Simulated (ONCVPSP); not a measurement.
# PBE ONCV dataset for Lu (Z = 71), scalar-relativistic all-electron reference.

| Item | Value |
| --- | --- |
| Element | Lu (Z = 71) |
| Generator | ONCVPSP 4.0.1 |
| Type | optimised norm-conserving Vanderbilt (ONCV) |
| Functional | PBE |
| Relativity | scalar-relativistic |
| Frozen core | [Kr] |
| Valence charge | 35 |
| Reference configuration | 4d10 4f13 5s2 5p6 5d2 6s2 |
| Partial waves | 5s+6s: rc 1.75 bohr, ncon 4, nbas 8, qcut 6.8 1/bohr, 2 projectors; 5p: rc 1.30 bohr, ncon 4, nbas 8, qcut 7.4 1/bohr, 1 projector; 4d+5d: rc 1.05 bohr, ncon 4, nbas 8, qcut 17.9 1/bohr, 2 projectors; 4f: rc 1.10 bohr, ncon 4, nbas 8, qcut 13.2 1/bohr, 1 projector |
| Local potential | polynomial inside 1.00 bohr (lpopt 5, dvloc0 1 Ha) |
| Core correction | none |

(1) Estimate the cutoffs (Ha) at which the residual kinetic energy of the hardest occupied pseudo-wave falls to 1 and 0.1 mHa per electron.

(2) Does the potential have ghost states?

(3) Which valence shell sets the plane-wave cutoff?

(4) Tests: 4d10 4f14 5s2 5p6 5d1 6s2; 4d10 4f14 5s2 5p6 5d1 6s1; 4d10 4f14 5s2 5p6 5d1 6s0; 4d10 4f14 5s2 5p6 5d1 6s1 6p1. Which has the largest error in its energy relative to the reference configuration, and how large is it?

## Answers

(1) 137 Ha and 229 Ha.

(2) Ghosts flagged at negative energy: s at -23.9 eV; no localised positive-energy state flagged. A true bound ghost makes a file unfit for plane-wave use.

(3) 4f: 137 Ha for 1 mHa per electron, against 113 Ha for 4d.

(4) 4d10 4f14 5s2 5p6 5d1 6s1 6p1, with +142 meV (all-electron minus pseudo) on -7.51 eV.
